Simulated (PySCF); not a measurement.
SMILES C=Cc1ccccc1B(O)O (C8H9BO2) (GFN2-xTB optimised geometry):

```
20

C      0.020    -2.402    -0.583
C      0.402    -1.295     0.040
C     -0.323    -0.022     0.000
C     -1.717    -0.022     0.000
C     -2.428     1.162     0.000
C     -1.750     2.370     0.009
C     -0.368     2.379     0.011
C      0.375     1.199     0.000
B      1.953     1.304    -0.088
O      2.740     0.432    -0.781
O      2.558     2.351     0.512
H     -0.865    -2.435    -1.196
H      0.584    -3.317    -0.512
H      1.311    -1.295     0.629
H     -2.243    -0.965     0.025
H     -3.508     1.143     0.003
H     -2.299     3.301     0.020
H      0.167     3.317     0.020
H      2.291    -0.297    -1.207
H      3.508     2.369     0.389
```

Computed with PySCF 2.14.0 with PBE/def2-SVP.

Task: What are the frontier orbital energies and the dipole moment?

Result: HOMO-2 -7.09 eV, HOMO-1 -6.23 eV, HOMO -5.78 eV, LUMO -1.81 eV, LUMO+1 -1.24 eV; dipole moment 1.12 D.

On the same geometry PBE0/def2-SVP (PySCF) gives HOMO-2 -8.46 eV, HOMO-1 -7.28 eV, HOMO -6.77 eV, LUMO -0.98 eV, LUMO+1 -0.36 eV; dipole moment 1.21 D.

Meta-Löwdin charges at PBE/def2-SVP: C1 -0.23, C2 -0.11, C3 0.01, C4 -0.11, C5 -0.10, C6 -0.11, C7 -0.08, C8 -0.11, B9 0.34, O10 -0.46, O11 -0.45, H12 0.11, H13 0.11, H14 0.11, H15 0.10, H16 0.11, H17 0.11, H18 0.11, H19 0.33, H20 0.33.
